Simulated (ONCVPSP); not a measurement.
**Hf (Z = 72): ONCV pseudisation with revPBE, scalar-relativistic reference atom.**

```
Element                 : Hf
Generator               : ONCVPSP 4.0.1
Type                    : optimised norm-conserving Vanderbilt (ONCV)
Functional              : revPBE
Relativity              : scalar-relativistic
Frozen core             : [Kr] 4d10 4f14
Valence charge          : 12
Reference configuration : 5s2 5p6 5d2 6s1 6p1
Partial waves           : 5s+6s: rc 1.70 bohr, ncon 4, nbas 8, qcut 9.3 1/bohr, 2 projectors; 5p+6p: rc 2.40 bohr, ncon 4, nbas 7, qcut 5.7 1/bohr, 2 projectors; 5d: rc 3.05 bohr, ncon 4, nbas 9, qcut 4.6 1/bohr, 2 projectors, debl 1.8 Ha
Local potential         : polynomial inside 1.25 bohr (lpopt 2, dvloc0 0 Ha)
Core correction         : polynomial model core, fcfact 0.35
```

All-electron outer shells of the reference configuration (revPBE, scalar-relativistic, ld1.x):

```
shell  level (eV)  outermost node (bohr)  outermost maximum (bohr)
   4d     -208.14                   0.23                      0.47
   5s      -68.48                   0.55                      1.01
   5p      -37.03                   0.60                      1.16
   4f      -18.28                      –                      0.45
   6s       -5.94                   1.36                      2.89
   5d       -3.82                   0.67                      1.67
   6p       -2.03                   1.65                      3.95
```

Q: Does the generator finish with these settings?

A: Yes, a potential is produced and its reference levels are reproduced.

Q: Estimate the cutoffs (Ha) at which the residual kinetic energy of the hardest occupied pseudo-wave falls to 1 and 0.1 mHa per electron.

A: 25 Ha and 29 Ha.

Q: What does a ghost test show?

A: No bound ghost flagged; GHOST(+) flagged for s at 392.2 eV.

Q: Which valence shell sets the plane-wave cutoff?

A: 5s: 25 Ha for 1 mHa per electron, against 22 Ha for 6s.

Its largest configuration-test error is -15 meV (5s2 5p6 5d2 6s0 6p0). 1 of 4 tests not solved or not reliable.
